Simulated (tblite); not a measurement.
Species: C₄H₁₃NP₂.
SMILES with atom numbers: `[CH3:1][N:2]([CH3:3])[CH2:4][PH:5][CH2:6][PH2:7]` (hydrogens: H8, H9, H10 on C1; H11, H12, H13 on C3; H14, H15 on C4; H16 on P5; H17, H18 on C6; H19, H20 on P7)

Computed with GFN2-xTB (tblite), gas phase: L-BFGS steps from a force-field or distance-geometry start until the largest atomic force falls under 0.01 eV/Å.

At the end of the run (lengths in Å): C4–P5 1.902, P5–H16 1.404, P5–C6 1.859, P7–H19 1.395, P7–H20 1.395, C6–P7 1.861, C3–H11 1.089, C4–P5–C6 95.4°, P5–C6–P7 107.3°, N2–C4–P5 116.5°, C1–N2–C3 111.5°, C1–N2–C4–P5 65°, N2–C4–P5–C6 -176°, C4–P5–C6–P7 -170°, H16–P5–C6–P7 -74°, H19–P7–C6–P5 75°.

Task: These geometries were met on the way; a selection of coordinates is given. Order them by energy above the end point, lowest first.
A. C4–P5 1.977, P5–H16 1.413, P5–C6 1.920, P7–H19 1.419, P7–H20 1.410, C6–P7 1.908, C3–H11 1.084, C4–P5–C6 100.0°, P5–C6–P7 106.3°, N2–C4–P5 113.3°, C1–N2–C3 110.5°, C1–N2–C4–P5 54°, N2–C4–P5–C6 -156°, C4–P5–C6–P7 -150°, H16–P5–C6–P7 -49°, H19–P7–C6–P5 115°
B. C4–P5 1.904, P5–H16 1.397, P5–C6 1.867, P7–H19 1.388, P7–H20 1.395, C6–P7 1.874, C3–H11 1.090, C4–P5–C6 102.0°, P5–C6–P7 107.7°, N2–C4–P5 114.4°, C1–N2–C3 111.6°, C1–N2–C4–P5 55°, N2–C4–P5–C6 -157°, C4–P5–C6–P7 -150°, H16–P5–C6–P7 -51°, H19–P7–C6–P5 118°
C. C4–P5 1.844, P5–H16 1.474, P5–C6 1.854, P7–H19 1.463, P7–H20 1.461, C6–P7 1.863, C3–H11 1.122, C4–P5–C6 107.0°, P5–C6–P7 112.4°, N2–C4–P5 113.9°, C1–N2–C3 114.9°, C1–N2–C4–P5 60°, N2–C4–P5–C6 -151°, C4–P5–C6–P7 -147°, H16–P5–C6–P7 -31°, H19–P7–C6–P5 98°
D. C4–P5 1.905, P5–H16 1.400, P5–C6 1.867, P7–H19 1.399, P7–H20 1.394, C6–P7 1.875, C3–H11 1.091, C4–P5–C6 98.6°, P5–C6–P7 105.9°, N2–C4–P5 115.3°, C1–N2–C3 111.2°, C1–N2–C4–P5 57°, N2–C4–P5–C6 -155°, C4–P5–C6–P7 -152°, H16–P5–C6–P7 -57°, H19–P7–C6–P5 113°
E. C4–P5 1.951, P5–H16 1.423, P5–C6 1.927, P7–H19 1.449, P7–H20 1.426, C6–P7 1.914, C3–H11 1.084, C4–P5–C6 100.6°, P5–C6–P7 107.2°, N2–C4–P5 112.0°, C1–N2–C3 111.5°, C1–N2–C4–P5 56°, N2–C4–P5–C6 -154°, C4–P5–C6–P7 -149°, H16–P5–C6–P7 -43°, H19–P7–C6–P5 108°

Result: D (0.136 eV), B (0.219 eV), A (0.366 eV), E (0.603 eV), C (1.346 eV).

| step | E above end (eV) | rms distance from the end, all atoms (Å) | largest force (eV/Å) | rms shift of all bonds from the end (Å) |
| --- | --- | --- | --- | --- |
| 19 | 0.136 | 0.466 | 0.197 | 0.005 |
| 8 | 0.219 | 0.497 | 0.314 | 0.005 |
| 4 | 0.366 | 0.511 | 0.876 | 0.026 |
| 2 | 0.603 | 0.523 | 1.112 | 0.029 |
| 0 | 1.346 | 0.536 | 2.928 | 0.034 |

Rows stand in the order of the answer.
